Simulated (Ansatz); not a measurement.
Reaction (formal hydrolysis of a Ga–N bond): `[NH2][Ga]([NH2])[NH2]` + H₂O → `[NH2][Ga]([NH2])[OH]` + NH₃

Program: Ansatz. Geometries: PBE0-D4/def2-TZVP. ΔE: electronic, gas phase. CBS: MP2 limit from def2 TZ/QZ plus the TZ coupled-cluster correction, frozen cores. This one scheme is used for every species. DFT in def2-TZVPP. For Ga outer-core shells are correlated without core-valence functions, which leaves a few kJ/mol of doubt a bond. Scalar relativity is left out up to krypton. One conformer a species, not always the lowest.

```csv
level,ΔE (eV)
ωB97M-V,-0.28
r2SCANh,-0.30
```

What does CCSD(T)/CBS give? (An estimate is asked.)

Ansatz gave: -0.23 eV. The listed levels differ from it by -0.05, -0.07 eV.

Largest T1 diagnostic among the species: 0.013.

At CCSD(T), def2-SVP lies −0.12 eV from the extrapolated value and def2-TZVPP −0.05 eV. From BLYP to BHLYP (50 % exact exchange), in def2-TZVPP and without D4, ΔE moves by +0.04 eV.
